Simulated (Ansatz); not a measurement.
Problem. Name a neutral molecule of F, O, Ta and H with LUMO energy (ωB97M-V/def2-TZVPP) between 0.35 and 0.65 eV and size of the dipole moment (ωB97M-V/def2-TZVPP) between 2.45 and 2.75 D (Ansatz, PBE0-D4/def2-TZVP geometry).

Solution. `[O]=[Ta]([OH])([F])[F]` (0.58 eV, 2.58 D). Other molecules can fit too; these were computed, each in one conformer that needn't be the lowest.
